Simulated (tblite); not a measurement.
A structure optimised at GFN2-xTB (Å):
```
atom  x, y, z in Å
C1     2.8449   -0.1613   -1.1673
O2     1.4721   -0.1939   -0.8811
C3     1.1638   -0.0496    0.4940
Si4   -0.7411   -0.3491    0.5508
Si5   -1.5117   -0.4175    2.7540
Si6   -1.0033   -2.0458   -1.0371
C7    -1.5946    1.2029   -0.2221
C8    -0.7504    2.2717   -0.8580
O9    -2.8072    1.2576   -0.2024
H10    3.2950    0.7850   -0.8406
H11    2.9469   -0.2592   -2.2468
H12    3.3714   -0.9879   -0.6739
H13    1.7013   -0.8074    1.0804
H14    1.4996    0.9307    0.8574
H15   -0.9859    0.6560    3.6102
H16   -2.9685   -0.3283    2.8004
H17   -1.1377   -1.6736    3.4168
H18   -0.0166   -3.1105   -0.8206
H19   -2.3240   -2.6728   -0.9101
H20   -0.8705   -1.6011   -2.4265
H21   -0.2042    2.7902   -0.0709
H22   -1.3609    2.9867   -1.4057
H23   -0.0233    1.8042   -1.5178
```

Charge 0, singlet.

**Question.** Read off the bonds between heavy atoms and their formal orders.

**Answer.** C1–O2 1.40 Å (single); O2–C3 1.42 Å (single); C3–Si4 1.93 Å (single); Si4–Si5 2.34 Å (single); Si4–Si6 2.34 Å (single); Si4–C7 1.93 Å (single); C7–C8 1.50 Å (single); C7–O9 1.21 Å (double). Bonds to hydrogen (Å): C1–H10 1.10; C1–H11 1.09; C1–H12 1.10; C3–H13 1.10; C3–H14 1.10; Si5–H15 1.47; Si5–H16 1.46; Si5–H17 1.47; Si6–H18 1.47; Si6–H19 1.47; Si6–H20 1.46; C8–H21 1.09; C8–H22 1.09; C8–H23 1.09.

**Question.** Give the structure as a SMILES string.

**Answer.** `COC[Si]([SiH3])([SiH3])C(C)=O`, C4H14O2Si3. Among its features: ether, Si–H bond and C–Si bond.

**Question.** What is the point group of this geometry?

**Answer.** C1 (no symmetry element, even within 0.4 Å).

**Question.** Classify the heavy atoms.

**Answer.** C1: methoxy carbon; O2: ether oxygen; C3: sp3 carbon bound to oxygen; Si4: four-coordinate silicon; Si5/Si6: SiH3 silicon; C7: carbonyl carbon; C8: methyl carbon next to a carbonyl; O9: carbonyl oxygen.

**Question.** What is the arrangement about C7?

**Answer.** It has 3 neighbours (Si4, C8, O9) and is planar (angles 122.4°, 119.5° and 118.1°, sum 360.0°, 0.01 Å off the plane of its three neighbours).

**Question.** What is the arrangement about C1?

**Answer.** It has 4 neighbours (O2, H10, H11, H12) and is tetrahedral (angles from 107.0° to 111.1°).

All values are computed, not measured.
